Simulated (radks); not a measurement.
Results of a calculation; reference values are marked as such.
The zinc ion Zn+, 29 electrons, occupied as [Ar] 3d10 4s1.

Code: a radial shooting solver on a logarithmic mesh with Libxc functionals. Model: scalar-relativistic Kohn-Sham, Slater X-alpha with alpha = 1.024, spin-polarised, spherical densities, point nucleus; open shells are filled with parallel spins first.

Energy parts (eV):
part                   energy
total              -49689.731
kinetic             50514.047
electron-nucleus  -118870.256
Hartree             21478.329
exchange            -2811.851

Orbitals (lengths in bohr, moments of r in powers of bohr; r(90%) holds 90 % of the orbital's charge):
orbital	occ.	eigenvalue (eV)	r(90%)	<1/r>
1s up	1	-9643.506	0.0896	30.31
1s down	1	-9643.417	0.0896	30.31
2s up	1	-1196.492	0.347	6.639
2s down	1	-1196.579	0.347	6.638
2p up	3	-1046.201	0.321	6.527
2p down	3	-1046.254	0.321	6.526
3s up	1	-147.8315	1.01	2.111
3s down	1	-147.8747	1.01	2.114
3p up	3	-101.9595	1.08	1.964
3p down	3	-101.9486	1.08	1.968
3d up	5	-26.8250	1.47	1.584
3d down	5	-26.4769	1.41	1.610
4s up	1	-17.3859	3.34	0.5780
4s down	0	-14.0695	3.36	0.5889

The highest occupied level is 4s up at -17.386 eV. Spin moment in Bohr magnetons: 1. The density falls to 0.001 e/bohr^3 at r = 3.46 bohr.
